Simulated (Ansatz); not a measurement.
One change: `FC[SiH]1C[SiH2]1` becomes `FB[SiH]1C[SiH2]1`.

Ansatz, PBE0-D4/def2-TZVP geometries, multiplicity 1. Each molecule was computed in one conformer, which needn't be the lowest. `FC[SiH]1C[SiH2]1` holds a close contact that its SMILES doesn't draw: H···Si 1.63 Å.

```
                             property  `FC[SiH]1C[SiH2]1`
   HOMO energy (PBE0/def2-TZVPP) / eV               -6.38
HOMO–LUMO gap (B3LYP/def2-TZVPP) / eV                4.96
 HOMO–LUMO gap (PBE0/def2-TZVPP) / eV                5.31
    LUMO energy (PBE/def2-TZVPP) / eV               -1.89
   LUMO energy (PBE0/def2-TZVPP) / eV               -1.07
  HOMO energy (B3LYP/def2-TZVPP) / eV               -6.19
```

Q: Give the same properties after the change, and the shifts. (Best estimate.)

A: Computed: 
```csv
property,`FB[SiH]1C[SiH2]1`,shift
HOMO energy (PBE0/def2-TZVPP) / eV,-6.67,-0.29
HOMO–LUMO gap (B3LYP/def2-TZVPP) / eV,4.50,-0.46
HOMO–LUMO gap (PBE0/def2-TZVPP) / eV,4.87,-0.44
LUMO energy (PBE/def2-TZVPP) / eV,-2.65,-0.76
LUMO energy (PBE0/def2-TZVPP) / eV,-1.80,-0.73
HOMO energy (B3LYP/def2-TZVPP) / eV,-6.47,-0.28
```

With PBE0 the HOMO falls by 0.29 eV and the LUMO falls by 0.73 eV, so the gap narrows by about 0.44 eV. PBE moves the HOMO by -0.33 eV and ωB97M-V by -0.19 eV. The zero-point energy changes by -39.0 kJ/mol with -3 modes.

Positive LUMOs are unbound, so they and the gaps depend on the basis.

B3LYP here is the variant with VWN-RPA as its local correlation; programs differ in this.
